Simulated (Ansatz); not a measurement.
Other settings, tried on CoF2.

```yaml
crystal:
  periodic: [false, false, false]
  atoms:
    - {symbol: Co, position_ang: [0.000010, 0.000004, 0.000000]}
    - {symbol: F, position_ang: [-0.016853, -0.020835, 1.720149]}
    - {symbol: F, position_ang: [0.016853, 0.020831, -1.720149]}
basis:
  gaussian: {orbitals: ANO-RCC-VTZP, point_charges: [{charge: -1.00, position_ang: [3.375, -0.674, -0.492]}]}
magnetization: {spin_polarized: true, initial_magnetization: 3}
hamiltonian: {xc: {name: B3LYP}}
scf: {omitted_lower_state_checks: [starts]}
output: {forces: true}
```

```sh
$ ansatz run in.yaml --threads 4 --pin off --events-out ev --progress --plain --max-ram 3916MiB
```

Output, abridged:

```
Functional definition: B3LYP
1055 factors; their error is unknown
mean field evaluation 1: about -43354.5690 eV, gradient 3.8e1 eV
mean field evaluation 2: about -43348.2441 eV, gradient 6.3e1 eV
mean field evaluation 4: about -43358.0903 eV, gradient 7.0e0 eV
mean field evaluation 8: about -43358.2081 eV, gradient 3.2e-1 eV
mean field evaluation 16: about -43358.3858 eV, gradient 1.3e-2 eV
mean field evaluation 32: about -43358.5490 eV, gradient 2.8e-5 eV
mean field -43358.54900870 eV, -1593.3972865895 hartree, gradient 2.0e-6 eV, S^2 3.762340; 0 other end points of the search recorded, 0 dependent functions left out
reference -43358.54934105 eV, -1593.3972988034 hartree; 24, 21 occupied and 95, 98 virtual orbitals, 1055 factors
Total energy: -43358.54934105 eV, -1593.3972988034 hartree
Relativity: scalar
Atom 0 at     0.000010     0.000004     0.000000 Å, force     1.239789    -0.245498    -0.329761 eV/Å
Atom 1 at    -0.016853    -0.020835     1.720149 Å, force    -0.332474     0.059611     0.530089 eV/Å
Atom 2 at     0.016853     0.020831    -1.720149 Å, force    -0.457855     0.097081    -0.334070 eV/Å
Dipole moment:     0.194409    -0.038725    -0.035091 e Å
Checks for a lower state left out: starts
```

Run time 11 s (4 threads of Arm Neoverse V2 on a shared host).

DK, ANO-RCC and x2c sets are all-electron and run with scalar relativity unless a key says otherwise. B3LYP takes the VWN-RPA correlation.
